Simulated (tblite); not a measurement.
Compound: C4H11F2NSi2.
Bonds: C1–C2 (double), C2–C3, C3–C4, C4–F5, C4–F6, C4–Si7, Si7–Si8, Si8–N9. Hydrogens: H10, H11 on C1; H12 on C2; H13, H14 on C3; H15, H16 on Si7; H17, H18 on Si8; H19, H20 on N9.

Computed with GFN2-xTB (tblite), gas phase: L-BFGS steps from a force-field or distance-geometry start until the largest atomic force falls under 0.01 eV/Å.

Step 38: E = -816.1920 eV
```
atom  x, y, z in Å  |  force x, y, z in eV/Å
C1     -3.0268    1.2623    0.1745    0.088   0.074  -0.060
C2     -2.4517    0.6141   -0.8215   -0.053  -0.234   0.116
C3     -2.0097   -0.8091   -0.7016    0.079  -0.118  -0.043
C4     -0.4899   -0.9512   -0.7804   -0.002   0.073   0.088
F5     -0.0755   -0.7048   -2.0743   -0.018  -0.045   0.181
F6     -0.1815   -2.2867   -0.5784    0.024   0.145  -0.047
Si7     0.5751    0.1415    0.4486   -0.088  -0.161  -0.217
Si8     2.7644   -0.6022    0.3897    0.095   0.050   0.052
N9      3.7668    0.7847    0.2098   -0.250  -0.051  -0.139
H10    -3.3126    2.2913    0.0780   -0.129   0.137  -0.006
H11    -3.2185    0.8015    1.1300    0.047  -0.016  -0.046
H12    -2.2926    1.0811   -1.7852    0.064  -0.005   0.097
H13    -2.4473   -1.4213   -1.4961   -0.009   0.044  -0.080
H14    -2.3214   -1.2333    0.2547    0.028   0.061   0.030
H15     0.2542    1.4942   -0.0096    0.023   0.094  -0.016
H16    -0.1082   -0.0067    1.7399   -0.055  -0.036   0.014
H17     3.0624   -1.3385    1.6392    0.001  -0.039  -0.050
H18     3.1486   -1.4407   -0.7478   -0.037   0.006   0.033
H19     4.6326    0.7464   -0.2881    0.218  -0.035  -0.026
H20     3.7263    1.5883    0.8056   -0.025   0.056   0.120
```

Step 39: E = -816.1865 eV
```
atom  x, y, z in Å  |  force x, y, z in eV/Å
C1     -3.0415    1.2647    0.1737    0.047   0.068  -0.066
C2     -2.4667    0.6238   -0.8284    0.017  -0.231   0.059
C3     -2.0120   -0.7958   -0.7058    0.023  -0.214   0.027
C4     -0.4951   -0.9534   -0.7814    0.039   0.068   0.080
F5     -0.0848   -0.7301   -2.0782    0.026  -0.003   0.109
F6     -0.1916   -2.2894   -0.5662   -0.040   0.156  -0.031
Si7     0.5820    0.1336    0.4326   -0.169   0.050  -0.075
Si8     2.7783   -0.5917    0.3738   -0.054   0.059  -0.021
N9      3.7408    0.8201    0.1467    0.674   0.412   0.064
H10    -3.3359    2.2930    0.0822   -0.119   0.101  -0.014
H11    -3.2369    0.7992    1.1294    0.101   0.013  -0.136
H12    -2.3118    1.0902   -1.7966    0.045  -0.018   0.207
H13    -2.4435   -1.4273   -1.4869   -0.066   0.088  -0.162
H14    -2.3289   -1.2101    0.2507    0.034   0.021   0.123
H15     0.2101    1.4931    0.0068    0.105  -0.039   0.002
H16    -0.0784   -0.0249    1.7451    0.004  -0.055  -0.110
H17     3.0664   -1.3200    1.6215    0.047  -0.072   0.077
H18     3.1934   -1.4486   -0.7341   -0.049  -0.022  -0.051
H19     4.6823    0.7168   -0.2363   -0.516  -0.002   0.205
H20     3.7686    1.5675    0.8384   -0.148  -0.380  -0.289
```

Step 40: E = -816.2040 eV
```
atom  x, y, z in Å  |  force x, y, z in eV/Å
C1     -3.0259    1.2701    0.1776   -0.005   0.025  -0.014
C2     -2.4605    0.6085   -0.8157    0.039  -0.053  -0.017
C3     -2.0100   -0.8117   -0.7045   -0.028  -0.098   0.067
C4     -0.4933   -0.9507   -0.7762    0.017   0.011   0.024
F5     -0.0790   -0.7100   -2.0658    0.031   0.027  -0.015
F6     -0.1753   -2.2828   -0.5778   -0.021   0.042   0.009
Si7     0.5730    0.1306    0.4374   -0.052   0.108   0.046
Si8     2.7730   -0.5968    0.3908   -0.078   0.035  -0.009
N9      3.7635    0.7934    0.1936   -0.141   0.068  -0.123
H10    -3.3237    2.2991    0.0759   -0.046   0.007  -0.017
H11    -3.2226    0.8118    1.1357    0.065   0.017  -0.092
H12    -2.2921    1.0765   -1.7798    0.022  -0.017   0.130
H13    -2.4414   -1.4219   -1.5022   -0.035   0.033  -0.106
H14    -2.3263   -1.2353    0.2480    0.011  -0.008   0.099
H15     0.2503    1.4964   -0.0061    0.060  -0.037  -0.002
H16    -0.1230   -0.0082    1.7325    0.028  -0.042  -0.088
H17     3.0739   -1.3390    1.6269    0.018  -0.070   0.076
H18     3.1556   -1.4417   -0.7366   -0.012  -0.036  -0.059
H19     4.6452    0.7404   -0.2797    0.133  -0.022   0.027
H20     3.7334    1.5821    0.8132   -0.006   0.011   0.064
```

**Question.** Estimate the geometry and energy of step 41. (The exact step hangs on the optimiser's Hessian estimate; all steps are aligned on step 40, rigid shifts and turns removed.)

**Answer.** E = -816.2072 eV, largest force 0.171 eV/Å
```
atom  x, y, z in Å  |  force x, y, z in eV/Å
C1     -3.0275    1.2692    0.1757    0.006   0.032  -0.031
C2     -2.4602    0.6093   -0.8180    0.018  -0.057   0.030
C3     -2.0098   -0.8112   -0.7035   -0.032  -0.062   0.029
C4     -0.4930   -0.9504   -0.7766   -0.004   0.009   0.022
F5     -0.0793   -0.7128   -2.0674    0.026   0.030   0.002
F6     -0.1781   -2.2825   -0.5766   -0.003   0.030   0.014
Si7     0.5729    0.1325    0.4362   -0.030   0.078   0.032
Si8     2.7724   -0.5961    0.3880   -0.038   0.054  -0.012
N9      3.7588    0.7996    0.1851   -0.107   0.023  -0.132
H10    -3.3265    2.2983    0.0773   -0.045   0.000  -0.023
H11    -3.2227    0.8083    1.1321    0.057   0.012  -0.066
H12    -2.2936    1.0789   -1.7804    0.036  -0.018   0.097
H13    -2.4423   -1.4224   -1.5007   -0.028   0.034  -0.083
H14    -2.3258   -1.2298    0.2512    0.014  -0.020   0.089
H15     0.2455    1.4963   -0.0049    0.056  -0.016  -0.005
H16    -0.1133   -0.0119    1.7351    0.012  -0.041  -0.082
H17     3.0704   -1.3375    1.6279    0.019  -0.053   0.045
H18     3.1598   -1.4436   -0.7380   -0.022  -0.016  -0.033
H19     4.6502    0.7367   -0.2723    0.080  -0.021   0.051
H20     3.7370    1.5795    0.8170   -0.015   0.001   0.057
```

The energy changes by -0.0032 eV. The first-order estimate −F·Δx gives -0.0038 eV and the mean of the old and new forces, exact on a quadratic surface, -0.0033 eV. The step makes an angle of 69° with the force vector and moves no atom by more than 0.012 Å.

What follows is the cost of the whole relaxation. Time: 3.1 s wall. Hardware: Arm Neoverse N1, one thread (shared host).
